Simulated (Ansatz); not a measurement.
VOCl3, SMILES [O]=[V]([Cl])([Cl])[Cl], multiplicity 1.

Coordinates come from a PBE-D3(BJ)/def2-SVP optimisation. The spin state was assumed, not searched.

Two levels are set side by side: PBE/def2-TZVPD (Ansatz, a quantum-chemistry and plane-wave program) and PBE0/def2-TZVPD (Ansatz). Energy differences of separate SCF runs at the same geometry; the states with an electron removed or added have multiplicity 2 and 2. Differences are taken from unrounded values.

| quantity | PBE0 | PBE | PBE minus PBE0 |
|---|---|---|---|
| vertical ionisation energy (eV) | 11.63 | 11.15 | -0.48 |
| vertical electron affinity (eV) | 3.23 | 2.40 | -0.83 |
| vertical singlet–triplet gap (eV) | 2.88 | 3.15 | 0.26 |
